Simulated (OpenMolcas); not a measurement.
**Cl4+: the spin-orbit constant, worked from levels**

```
Program             : OpenMolcas 26.06
Basis               : ANO-R2 [5s4p3d1f]
Scalar Hamiltonian  : X2C, finite nucleus
Active space        : 3 electrons in 8 orbitals (3s 3p 4s 4p)
State averaging     : 2S+1 = 4 odd, 1 root; 2S+1 = 2 odd, 11 roots; 2S+1 = 4 even, 3 roots; 2S+1 = 2 even, 9 roots
Spin-orbit coupling : state interaction with AMFI integrals over the reference wave functions, term energies averaged over their components
```

Methods: CASSCF; MS-CASPT2, IPEA 0.25 Eh, imaginary shift 0.1 Eh (closed shells correlated: 2s 2p).

**The spin-orbit constant.** For the Hund term 2P* of p1, E(J) = (A/2) J(J+1) + constant and ζ = 2S·A = A. From J = 1/2 to J = 3/2 the energy changes by 1.5 A.

```tsv
Source	E(3/2) - E(1/2)	A	ζ
CASSCF	1348.5	899.0	899
MS-CASPT2	1356.7	904.5	904
```

All in cm-1. Both methods take the spin-orbit matrix elements from the reference wave functions, so the second can move ζ only through the term energies and any multistate remixing.

Over all roots computed the reference weight is 0.88 to 0.99 in MS-CASPT2; the roots of lowest weight are the least certain, and an intruder state may touch them. Active for correlation alone: 4p 4s; no level in the range computed is led by a configuration that fills them, so any true level of that kind is missing. Only configurations of the active space appear.

* marks odd parity.
